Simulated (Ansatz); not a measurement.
Input for Ansatz (an electronic-structure program): R-r2SCAN/cc-pVTZ on CH6BeGe (SMILES [CH3][Be][GeH3]), a point of a bond scan (R = 1.546 Å).

Ansatz 0.2 input:
```yaml
crystal:
  periodic: [false, false, false]
  atoms:
    - {symbol: Be, position_ang: [-0.18384765, 1.04916504, -0.75458802]}
    - {symbol: C, position_ang: [-0.41926256, 2.39260940, -1.72082973]}
    - {symbol: H, position_ang: [-1.22682849, 3.03090250, -1.34594530]}
    - {symbol: H, position_ang: [-0.68259427, 2.11781029, -2.74808870]}
    - {symbol: H, position_ang: [0.47837929, 3.01783564, -1.77956966]}
    - {symbol: Ge, position_ang: [0.12640089, -0.72133305, 0.51880234]}
    - {symbol: H, position_ang: [0.98119774, -1.81784029, -0.15781112]}
    - {symbol: H, position_ang: [0.84789286, -0.39872335, 1.84778085]}
    - {symbol: H, position_ang: [-1.19190946, -1.41964363, 0.92528940]}
basis:
  gaussian:
    orbitals: cc-pVTZ
    pivot_positions_ang: [[-0.18384765, 1.04916504, -0.75458802], [-0.41926256, 2.39260940, -1.72082973], [-1.22682849, 3.03090250, -1.34594530], [-0.68259427, 2.11781029, -2.74808870], [0.47837929, 3.01783564, -1.77956966], [0.12640089, -0.72133305, 0.51880234], [0.98119774, -1.81784029, -0.15781112], [0.84789286, -0.39872335, 1.84778085], [-1.19190946, -1.41964363, 0.92528940]]
hamiltonian:
  xc: {name: r2SCAN}
scf: {lower_state_search: off}
output: {orbitals: {seedname: ./end}}
```

Task: Predict the final total energy.

Result: -2133.4620 hartree.
